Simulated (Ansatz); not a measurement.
`[Se]=[C]1[AlH][S]1`, relaxed with RKS PBE0-D4/def2-TZVP in Ansatz 0.2.0 from a PBE-D4/def2-SVP geometry. The force threshold is 0.005 eV/Å; the program also tests the step.

Total charge 0; spin multiplicity 1.

Start:

```xyz
5

Se   -1.837    1.791   -0.541
C    -0.690    0.510   -0.144
Al    0.992   -0.378    0.078
S    -1.005   -1.189    0.495
H     2.539   -0.735    0.112
```

(1) By how much does the energy fall, and how many steps does the optimiser take? (Best estimate.)

(2) Which bonds change most? (Estimate.)

(3) Give the relaxed structure. (An estimate is asked.)

Results:

(1) Computed: 0.88 kcal/mol, in 6 steps, 1 of them rejected.

(2) Computed: C2–S4 from 1.843 to 1.798 Å; Al3–S4 from 2.195 to 2.155 Å; C2–Al3 from 1.916 to 1.896 Å; Al3–H5 from 1.588 to 1.568 Å.

(3) The calculation gave: 
```xyz
5

Se   -1.809    1.772   -0.536
C    -0.680    0.494   -0.139
Al    0.976   -0.402    0.087
S    -1.001   -1.161    0.485
H     2.514   -0.703    0.102
```
